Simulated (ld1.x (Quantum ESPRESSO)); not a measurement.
## What one change does to a pseudopotential (samarium (Sm), TM semilocal)

samarium, norm-conserving Troullier–Martins (semilocal form), made with ld1.x (Quantum ESPRESSO) 7.5 (Wu–Cohen, scalar-relativistic). Core [Kr] 4d10 4f5, reference 5s2 5p6 5d1 6s1.75 6p0 (charge +0.25). Waves: 5s (bound): rc 1.65 bohr; 5p (bound): rc 1.60 bohr; 5d (bound): rc 2.40 bohr. Local part: the d channel. Core correction: none.

Occupied shells without a wave of their own: 6s. They enter only through the test configuration that unscreens the potential.

Change: core correction a·sin(br)/r model core inside 1.48 bohr (6s counted twice).

Cutoffs: the cutoffs (Ry, on a coarse ladder) from which the occupation-weighted sum of valence levels, in a spherical-Bessel basis at the reference potential, stays within 10 and 1 mRy of its value at 400 Ry; they do not see the model core or the augmentation charge, which bear on the density cutoff. Errors are all-electron minus pseudo energies relative to the spin-unpolarised reference configuration.

Task: Predict the effect on cutoff, ghosts and configuration errors.

Result: The potential gets neither clearly harder nor softer (60 Ry and 100 Ry → 60 Ry and 100 Ry); of the 6 tests that both files solve, the error grows in 4 and shrinks in 1 by more than 15 % and 0.3 meV (median size 96.6 → 150.9 meV); neither file shows a bound ghost at the reference potential, the only one tested. A semilocal file is local in each channel, so a ghost entry of none says nothing of the separable form that plane-wave codes build from it. In the changed file ld1.x takes every shell without a wave as core, so the model core holds the 6s electrons as well and exchange and correlation see them twice. This cancels in the reference configuration, but the file is broken for other ones, and its errors say nothing about a proper core correction. A model core, the more so a compact one, raises the density cutoff, which this test does not measure.

| quantity | base | changed |
| --- | --- | --- |
| cutoff, loose | 60 Ry | 60 Ry |
| cutoff, tight | 100 Ry | 100 Ry |
| bound ghosts | none | none |
| largest miss of a reference level, eV | 0.12 | 0.12 |
| tests counted (converged, no solver errors) | 6 of 7 | 6 of 7 |
| error for 5s2 5p6 5d1 6s2 6p0, meV [ΔE -1.16 eV] | +29 | +21 |
| error for 5s2 5p6 5d1 6s1 6p0, meV [ΔE 5.33 eV] | -114 | -213 |
| error for 5s2 5p6 5d1 6s0 6p0, meV [ΔE 16.98 eV] | -343 | -1012 |
| error for 5s2 5p6 5d1 6s1.5 6p0, meV [ΔE 1.46 eV] | -33 | -43 |
| error for 5s2 5p6 5d2 6s1 6p0, meV [ΔE 0.31 eV] | -79 | -89 |
| error for 5s2 5p6 5d0 6s0 6p0, meV [ΔE 36.65 eV] | -546 | -1591 |
| s: phases at 2.60 bohr within 0.05 rad from the reference energy up to (Ry; the scan ends near 5) | -0.2 | -0.2 |
| p: phases at 2.60 bohr within 0.05 rad from the reference energy up to (Ry; the scan ends near 5) | 1.3 | 1.3 |
| d: phases at 2.60 bohr within 0.05 rad from the reference energy up to (Ry; the scan ends near 5) | 3.3 | 3.3 |

Base: Tests not counted: 5s2 5p6 5d1 6s0 6p1 (solver errors, printed error -8.5 eV). These tests converged, but a pseudo level misses the all-electron one widely, so the file describes the atom poorly there or has found another state: 5s2 5p6 5d1 6s1 6p0: empty 6p by 3.9 eV; 5s2 5p6 5d1 6s0 6p0: empty 6p by 7.3 eV. The 6s level has no wave, so the channel is fitted at the deeper level alone: the likely source of the large errors. Changed file: Tests not counted: 5s2 5p6 5d1 6s0 6p1 (solver errors, printed error -19.1 eV). These tests converged, but a pseudo level misses the all-electron one widely, so the file describes the atom poorly there or has found another state: 5s2 5p6 5d1 6s1 6p0: empty 6p by 3.9 eV; 5s2 5p6 5d1 6s0 6p0: empty 6p by 7.3 eV; 5s2 5p6 5d0 6s0 6p0: empty 6p by 11.7 eV.
